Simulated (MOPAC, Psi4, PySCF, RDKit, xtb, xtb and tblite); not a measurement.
Two geometries of SMILES C[Si](C)(C)[SiH2][SiH2][SeH] (C₃H₁₄SeSi₃), singlet, relaxed at GFN2-xTB with one dihedral held; other torsions can differ between them too.

Structure A

```
21

C     -1.6310     1.5746    -1.4763
Si    -0.6967     0.2274    -0.4956
C     -1.5720    -0.0501     1.1789
C     -0.7556    -1.4099    -1.4788
Si     1.5359     0.8387    -0.0959
Si     2.5066    -0.3065     1.6857
Se     1.9819    -2.5577     1.4917
H     -2.6673     1.2988    -1.6509
H     -1.1704     1.7470    -2.4445
H     -1.6297     2.5197    -0.9416
H     -1.0806    -0.8362     1.7460
H     -1.5648     0.8486     1.7895
H     -2.6088    -0.3468     1.0469
H     -0.2099    -1.3362    -2.4154
H     -1.7754    -1.7001    -1.7165
H     -0.3150    -2.2203    -0.9035
H      2.3956     0.6163    -1.2733
H      1.7278     2.2654     0.2080
H      1.9498    -0.0383     3.0121
H      3.9625    -0.3036     1.8580
H      2.1418    -2.6278     0.0692
```

Structure B

```
21

C      1.7631     1.5518    -1.3297
Si     0.7692     0.3035    -0.2792
C      1.7955    -0.1836     1.2554
C      0.4501    -1.2695    -1.3151
Si    -1.3009     1.1872     0.3953
Si    -2.8636    -0.4671     0.9013
Se    -1.7878    -2.2039     2.0185
H      2.7145     1.1376    -1.6519
H      1.2134     1.8402    -2.2207
H      1.9734     2.4574    -0.7686
H      1.2736    -0.9364     1.8402
H      1.9785     0.6683     1.9043
H      2.7609    -0.5995     0.9797
H     -0.1433    -1.0565    -2.2001
H      1.3770    -1.7300    -1.6459
H     -0.0877    -2.0122    -0.7303
H     -1.9578     2.0439    -0.6059
H     -1.1895     2.0647     1.5748
H     -4.0116    -0.1926     1.7696
H     -3.3968    -1.2096    -0.2411
H     -1.7713    -1.5652     3.2968
```

**Question.** Which is lower in energy at the level Psi4 1.11 with PBE0-D3(BJ)/def2-SVP // GFN2-xTB, and by how much?

**Answer.** A is lower, by 0.57 kcal/mol (dihedral Si5–Si6–Se7–H21: 40° in A, 80° in B).

E(B) − E(A) in kcal/mol at the other levels, on the same two geometries: GFN2-xTB (xtb and tblite) -0.02; PBE0/def2-SVP // GFN2-xTB (Psi4) 0.54; PBE/def2-SVP // GFN2-xTB (Psi4) 0.54; PBE-D3(BJ)/def2-SVP // GFN2-xTB (Psi4) 0.57; UFF // GFN2-xTB (RDKit) 0.83; PM7, restricted, heats of formation // GFN2-xTB (MOPAC) 0.42; PM6, restricted, heats of formation // GFN2-xTB (MOPAC) 0.38; GFN1-xTB // GFN2-xTB (xtb) 0.99; restricted B3LYP/6-31G*, spherical d, density fitting // GFN2-xTB (PySCF) 0.53; restricted BP86/6-31G*, spherical d, density fitting // GFN2-xTB (PySCF) 0.47; restricted M06-2X/6-31G*, spherical d, density fitting // GFN2-xTB (PySCF) 0.56; restricted Hartree-Fock/3-21G, density fitting // GFN2-xTB (PySCF) 0.01.
